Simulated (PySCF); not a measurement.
C2H5FOSi2, SMILES O=C1C[SiH2][Si@@H]1F. Atoms are numbered in the order given.

```xyz
11

O     -1.7455     1.6668    -0.2377
C     -0.8926     0.8213    -0.3220
C      0.1288     0.6734    -1.4662
Si     1.6356     0.0044    -0.4604
Si    -0.1517    -0.4397     1.0117
F     -0.7692    -1.9480     0.8668
H     -0.2087    -0.1712    -2.0990
H      0.2073     1.5722    -2.0969
H      2.5618     1.0833    -0.0166
H      2.3756    -1.1015    -1.1237
H     -0.2409    -0.0585     2.4477
```

Coordinates come from a B3LYP-D3(BJ)/def2-SVP optimisation. The structure was generated by enumeration; whether it is a known compound was not checked.

Level of theory: HF/def2-TZVP in PySCF.

The total energy is -830.96227 hartree. The highest occupied level is -9.97 eV and the lowest empty level is 1.53 eV. The orbital gap is 11.50 eV, the dipole moment is 3.17 D and the quadrupole, principal values (traceless, Buckingham form, about the centre of nuclear charge) is -10.54, 0.86, 9.68 D·Å. The mean static polarisability comes out as 71.5 bohr³ (10.60 Å³) and the polarisability, principal values is 58.6, 74.5, 81.5 bohr³.
